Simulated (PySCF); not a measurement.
# Potential energy of BBr⁺ along the bond

Set-up: B 6-31G(d,p), Br 6-31G(d,p); no relativity (PySCF 2.14). Energies in eV from B⁺ + Br in their ground configurations at the same level. State: ²Σ⁺ (doublet), unpaired electrons σ ↑.

| R (Å) | PBE | PBE0 | M06-2X | UHF-CCSD |
| --- | --- | --- | --- | --- |
| 1.512 | -2.351 | -2.169 | -1.566 |  |
| 1.582 | -3.197 | -2.986 | -2.377 | -1.890 |
| 1.653 | -3.678 | -3.436 | -2.819 | -2.348 |
| 1.705 | -3.859 | -3.593 | -2.971 | -2.510 |
| 1.758 | -3.924 | -3.634 | -3.007 | -2.552 |
| 1.811 | -3.900 | -3.585 | -2.953 | -2.505 |
| 1.881 | -3.764 | -3.417 | -2.781 | -2.342 |
| 1.969 | -3.484 | -3.100 | -2.460 | -2.037 |
| 2.074 | -3.061 | -2.640 | -2.004 | -1.609 |
| 2.215 | -2.455 | -2.006 | -1.408 |  |

**Question.** Put a parabola through the three lowest points of the PBE curve and estimate Re, k and ωe (reduced mass 9.662 u; 1 eV/Å² = 0.16022 mdyn/Å; ωe = 1302.8·√(k/μ) cm⁻¹).

**Answer.** Through R = 1.705, 1.758, 1.811 Å the second-order coefficient is 15.8 eV/Å², so Re ≈ 1.770 Å, k ≈ 5.08 mdyn/Å and ωe ≈ 944 cm⁻¹. A polynomial fit of higher order to the unrounded PBE energies gives Re = 1.768 Å, k = 4.89 mdyn/Å, ωe = 927 cm⁻¹; anharmonicity and rounding make the difference.

The higher-order fit for each curve: PBE: Re = 1.768 Å, ωe = 927 cm⁻¹, De = 3.93 eV; PBE0: Re = 1.753 Å, ωe = 962 cm⁻¹, De = 3.63 eV; M06-2X: Re = 1.750 Å, ωe = 967 cm⁻¹, De = 3.01 eV; UHF-CCSD: Re = 1.754 Å, ωe = 961 cm⁻¹, De = 2.55 eV.

Correlated steps freeze 10 core orbitals. Correlated levels converge slowly with the basis: in double zeta they bind strong bonds too weakly, by up to about 1 eV, and carry superposition errors of some tenths. Spin–orbit coupling is left out. For an ion De counts to the pair picked by the measured ionisation energies or electron affinities, which need not be the lowest pair at this level. The state was picked by a PBE0 search and need not be the measured ground state.
